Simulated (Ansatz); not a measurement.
## Ansatz (development build ahead of 0.2.0) run

```yaml
crystal:
  periodic: [false, false, false]
  atoms:
    - { symbol: Co, position_ang: [0.0, 0.0, 0.0] }
    - { symbol: H, position_ang: [0.0, 1.3573, 0.494] }
    - { symbol: Cl, position_ang: [0.0, -1.9711, 0.7174] }
basis:
  gaussian: { orbitals: pcseg-2 }
magnetization:
  spin_polarized: true
  initial_magnetization: 5
hamiltonian:
  xc: pbe0
```

The input is written out in the form of the current development build from the run's settings.

The run gave:

```
Converged                       : yes
Total energy                    : -1843.08805 hartree
Spin squared of the determinant : 8.756
Stability test                  : minimum
```

Caution: other spin multiplicities were not run.
